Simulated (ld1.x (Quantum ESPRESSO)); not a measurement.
## Before and after: TM potential for dysprosium (Dy)

- Element: Dy (Z = 66)
- Generator: ld1.x (Quantum ESPRESSO) 7.5
- Type: norm-conserving Troullier–Martins (Kleinman–Bylander form)
- Functional: PBE
- Relativity: fully relativistic
- Frozen core: [Xe]
- Valence charge: 12
- Reference configuration: 4f10 5d0 6s1.5 6p0 (charge +0.5)
- Partial waves: 6s (bound): rc 3.10 bohr; 5d (bound, empty): rc 3.35 bohr; 4f (bound): rc 1.45 bohr; 6p (bound, empty): rc 4.20 bohr
- Local potential: the p channel
- Core correction: none

Open shells are filled in proportion to 2j + 1 (rel_dist='average').

All-electron outer shells of the reference configuration (PBE, scalar-relativistic, ld1.x):

| shell | level (eV) | outermost node (bohr) | outermost maximum (bohr) |
| --- | --- | --- | --- |
| 5s | -52.01 | 0.63 | 1.16 |
| 5p | -28.44 | 0.67 | 1.33 |
| 6s | -6.21 | 1.57 | 3.35 |
| 4f | -6.17 | – | 0.54 |
| 5d | -3.87 | 0.76 | 2.06 |
| 6p | -3.20 | 1.91 | 4.47 |

Change: core correction a·sin(br)/r model core inside 1.62 bohr.

Cutoffs: the cutoffs (Ry, on a coarse ladder) from which the occupation-weighted sum of valence levels, in a spherical-Bessel basis at the reference potential, stays within 10 and 1 mRy of its value at 400 Ry; they do not see the model core or the augmentation charge, which bear on the density cutoff. Errors are all-electron minus pseudo energies relative to the spin-unpolarised reference configuration.

Task: How do hardness, ghosts and transferability respond?

Result: The number of tests that count goes from 6 to 5; of the 5 tests that both files solve, the error grows in 1 and shrinks in 2 by more than 15 % and 0.3 meV (median size 263.8 → 41.8 meV); neither file shows a bound ghost at the reference potential, the only one tested. A model core, the more so a compact one, raises the density cutoff, which this test does not measure.

```tsv
quantity	base	changed
cutoff, loose	200 Ry	200 Ry
cutoff, tight	over 300 Ry	over 300 Ry
bound ghosts	none	none
tests counted (converged, no solver errors)	6 of 7	5 of 7
error for 4f10 5d0 6s2 6p0, meV [ΔE -2.48 eV]	+3.0	-0.4
error for 4f10 5d0 6s0 6p0, meV [ΔE 15.42 eV]	+264	-42
error for 4f8 5d0 6s0 6p0, meV [ΔE 85.59 eV]	-8256	-9205
error for 4f9 5d0 6s2 6p0, meV [ΔE 7.67 eV]	-1760	-1846
error for 4f10 5d0 6s0 6p2, meV [ΔE 3.00 eV]	+28	-42
s: phases at 4.56 bohr within 0.05 rad from the reference energy up to (Ry; the scan ends near 5)	0.4	0.4
p1/2: phases at 4.56 bohr within 0.05 rad from the reference energy up to (Ry; the scan ends near 5)	n/a	n/a
p3/2: phases at 4.56 bohr within 0.05 rad from the reference energy up to (Ry; the scan ends near 5)	n/a	n/a
d3/2: phases at 4.56 bohr within 0.05 rad from the reference energy up to (Ry; the scan ends near 5)	0.2	0.2
d5/2: phases at 4.56 bohr within 0.05 rad from the reference energy up to (Ry; the scan ends near 5)	0.2	0.2
f5/2: phases at 4.56 bohr within 0.05 rad from the reference energy up to (Ry; the scan ends near 5)	0.0	0.0
f7/2: phases at 4.56 bohr within 0.05 rad from the reference energy up to (Ry; the scan ends near 5)	0.0	0.0
```

Base: Tests not counted: 4f11 5d0 6s0 6p0 (solver errors, printed error -1472 eV). These tests converged, but a pseudo level misses the all-electron one widely, so the file describes the atom poorly there or has found another state: 4f8 5d0 6s0 6p0: 4f by 8.6 eV (a node warning on the way); 4f9 5d0 6s2 6p0: 4f by 3.5 eV. Changed file: Tests not counted: 4f10 5d0 6s1 6p0 (solver errors, printed error -1.6 meV); 4f11 5d0 6s0 6p0 (solver errors, printed error -1493 eV). These tests converged, but a pseudo level misses the all-electron one widely, so the file describes the atom poorly there or has found another state: 4f8 5d0 6s0 6p0: 4f by 9.1 eV (a node warning on the way); 4f9 5d0 6s2 6p0: 4f by 3.6 eV.
